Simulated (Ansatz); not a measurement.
The first iterations of a band of CH6BOS (10 atoms, charge 1, multiplicity 1).

Theory: RKS r2SCAN-D4/def2-SVP (Ansatz 0.2.0).

* movable images: 7
* climbing image: yes
* spring: 5.0 eV/Å²
* optimiser: quadratic models (default)
* start path: IDPP
* force threshold: 0.05 eV/Å
* iteration limit: 60
* end points: relaxed

Initial state:

```xyz
10
Properties=species:S:1:pos:R:3
B -0.932 1.913 0.506
O -0.237 0.955 -0.242
S 0.703 -0.172 0.519
C 0.301 -1.635 -0.431
H -1.566 2.651 -0.189
H -0.839 1.912 1.702
H 1.885 0.136 -0.095
H -0.694 -1.967 -0.100
H 1.056 -2.395 -0.167
H 0.323 -1.396 -1.503
```

Final state:

```xyz
10
Properties=species:S:1:pos:R:3
B -0.935 1.911 0.507
O -0.244 0.952 -0.242
S 0.707 -0.168 0.515
C 0.304 -1.636 -0.428
H -0.827 1.918 1.702
H -1.582 2.641 -0.185
H 1.882 0.144 -0.110
H -0.690 -1.966 -0.096
H 1.058 -2.395 -0.162
H 0.327 -1.401 -1.501
```

| iteration | highest image above the first end (eV) | largest band force component (eV/Å) |
| --- | --- | --- |
| 1 | 0.655 | 1.863 |
| 2 | 0.592 | 0.977 |
| 3 | 0.562 | 0.797 |
| 4 | 0.509 | 0.871 |

**Question.** Does the band converge within its limit, and where does its top end?

**Answer.** The run converged. It ended after 12 iterations with the highest image 0.530 eV above the first end. A vibrational analysis at the climbing image gives one clearly imaginary mode, 374i cm⁻¹: a first-order saddle point. Limits of this set-up: the dipole of an ion depends on the origin.

The run took 3.8 min on 2 threads of Arm Neoverse V1, with other jobs on the host, peak memory 0.14 GiB.
